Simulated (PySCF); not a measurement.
Species: C₇H₁₃Al.
Cartesian coordinates in Å at the PBE0-D3(BJ)/def2-SVP level; atoms count from 1:
```
atom  x, y, z in Å
C1    -2.568    1.203    0.858
C2    -2.103    0.247    0.032
C3    -3.041   -0.575   -0.807
Al4   -0.157    0.034    0.023
C5     1.222    0.967    1.076
C6     2.489    0.544    0.306
C7     2.378   -0.905   -0.200
C8     1.073   -1.123   -0.991
H9    -1.903    1.814    1.480
H10   -3.642    1.422    0.953
H11   -2.949   -1.650   -0.575
H12   -2.808   -0.479   -1.881
H13   -4.096   -0.287   -0.662
H14    1.245    0.546    2.100
H15    1.144    2.058    1.199
H16    2.620    1.208   -0.569
H17    3.405    0.663    0.912
H18    2.388   -1.579    0.676
H19    3.274   -1.167   -0.790
H20    1.183   -0.734   -2.023
H21    0.815   -2.189   -1.098
```

Level of theory: TDDFT CAM-B3LYP/def2-SVPD, vertical, gas phase, core orbitals frozen in the response (PySCF 2.14.0, density-fitted response routines).

Ground-to-excited transition dipoles (e·a0, same axes as the geometry; the sign carries no meaning), for the states with f of 0.002 or more among the lowest 9:

| state | E (eV) | μx | μy | μz |
| --- | --- | --- | --- | --- |
| S3 | 6.028 | -0.834 | 0.592 | 0.490 |
| S4 | 6.053 | -0.199 | -0.063 | -0.169 |
| S5 | 6.581 | 0.600 | -0.150 | -0.070 |
| S6 | 6.691 | -0.001 | -0.137 | 0.139 |
| S7 | 6.763 | 0.058 | 0.215 | -0.264 |
| S8 | 7.186 | -0.159 | -0.027 | -0.079 |
| S9 | 7.273 | 0.194 | 0.012 | 0.025 |

(1) Work out the oscillator strengths.

(2) Which bond between heavy atoms lies closest to the direction of the S3 transition dipole?

(3) What angle do the transition dipoles of S3 and S4 make?

(4) What peak molar absorption coefficient would the strongest computed level give as a lone Gaussian band 0.3 eV wide at half height?

Results:

(1) f = (2/3) ΔE |μ|² with ΔE in hartree (27.2114 eV).

| state | \|μ\|² (au) | \|μ\| (D) | f |
| --- | --- | --- | --- |
| S3 | 1.286 | 2.88 | 0.190 |
| S4 | 0.072 | 0.68 | 0.011 |
| S5 | 0.388 | 1.58 | 0.063 |
| S6 | 0.038 | 0.50 | 0.006 |
| S7 | 0.120 | 0.88 | 0.020 |
| S8 | 0.032 | 0.46 | 0.006 |
| S9 | 0.038 | 0.50 | 0.007 |

(2) Al4–C8, at 9° from it; next C5–C6 at 16°.

(3) |cos θ| = |μa·μb| / (|μa| |μb|) = 0.15, so θ ≈ 81° (taken between 0 and 90°, since the signs are arbitrary).

(4) ε(max) = 2.175×10⁸ f / FWHM, with the width in cm⁻¹. S3: 2.175×10⁸ × 0.1899 / 2420 ≈ 17000 L mol⁻¹ cm⁻¹.

The vertical ionisation energy (ΔSCF) is 8.86 eV, 1.58 eV above S9.

One conformer stands for the species.
